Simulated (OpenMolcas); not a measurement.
A calculation on Zr²⁺.

- Program: OpenMolcas
- Method: CASSCF
- Basis: ANO-RCC-VTZP [7s6p4d2f1g]
- Scalar Hamiltonian: DKH2, point nucleus
- Active space: 2 electrons in 10 orbitals (4d 5d)
- State averaging: 2S+1 = 3 even, 10 roots; 2S+1 = 1 even, 15 roots
- Spin-orbit coupling: state interaction with AMFI integrals over the reference wave functions, term energies averaged over their components

(1) Which level of the active space comes out lowest?

(2) How high does 4d2 3P2 lie?

(3) How high does 4d2 3F4 lie?

(4) How high does 4d2 1S0 lie?

(5) The level at 8963 cm-1 has J = 2. What is it made of, and what is its g factor?

Measured values: Moore, Atomic Energy Levels, vol. II, NSRDS-NBS 35 (1971 reprint of NBS Circular 467, 1952); NIST levels as listed in Rynkun, Gaigalas and Jonsson, Astron. Astrophys. 637, A10 (2020).

## Answers

(1) 4d2 3F2, with 100 % of that term; it is also the measured ground level.

(2) 10914 cm-1 above the lowest level; measured 8838 cm-1 above the ground level, so the calculation is off by +23 %.

(3) 1494 cm-1 above the lowest level; measured 1486 cm-1 above the ground level, so the calculation is off by +1 %.

(4) 31671 cm-1 above the lowest level; measured 23979 cm-1 above the ground level, so the calculation is off by +32 %.

(5) 89 % 4d2 1D2, 10 % 4d2 3P; g = 1.050, against 1.000 from Landé's formula for the pure leading term.

Without dynamic correlation excited terms often stand tens of per cent too high (terms of higher spin than the ground term too low), and those without a measured partner can miss by more than the paired ones. Some levels mix across a computed gap that differs much from the measured one, so their mixing is not that of the real levels. Active for correlation alone: 5d; no level in the range computed is led by a configuration that fills it, so any true level of that kind is missing. Measured partners are found by configuration, term and J. A level has none where our copy of the source lacks it or the pairing is in doubt (some pairs that miss far off the trend of their configuration count as doubtful), and it then counts in no deviation. Only configurations of the active space appear.
